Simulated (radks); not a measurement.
Coulomb parameter of the 5d shell of neutral iridium in the model configuration [Xe] 4f14 5d8 6s1, as a second difference U = [E(n + 0.5) + E(n - 0.5) - 2 E(n)] / (0.5)^2 with all orbitals relaxed. "Bare": the charge of the atom changes with n. "Screened": the 6s shell takes up the change at fixed total charge, which measures U(5d,5d) + U(6s,6s) - 2 U(5d,6s). All-electron calculation, scalar-relativistic Kohn-Sham, r2SCAN, spin-unpolarised, spherical densities, finite nucleus; meta-GGA in the generalised Kohn-Sham scheme; Fermi nuclear charge, rms radius 5.4032 fm. Program: a radial shooting solver on a logarithmic mesh with Libxc functionals.

| case | configuration | E - E(n) (eV) |
|---|---|---|
| start | [Xe] 4f14 5d8 6s1 | 0.000 |
| bare +0.5 | [Xe] 4f14 5d8.5 6s1 | -1.684 |
| bare -0.5 | [Xe] 4f14 5d7.5 6s1 | 3.925 |
| screened +0.5 | [Xe] 4f14 5d8.5 6s0.5 | 0.086 |
| screened -0.5 | [Xe] 4f14 5d7.5 6s1.5 | 0.099 |

U(bare) = 8.966 eV, U(screened by 6s) = 0.740 eV, against the Slater integral F0(5d,5d) = 14.012 eV with frozen orbitals. The step up makes a negative ion, whose loosely bound charge lowers the bare value.
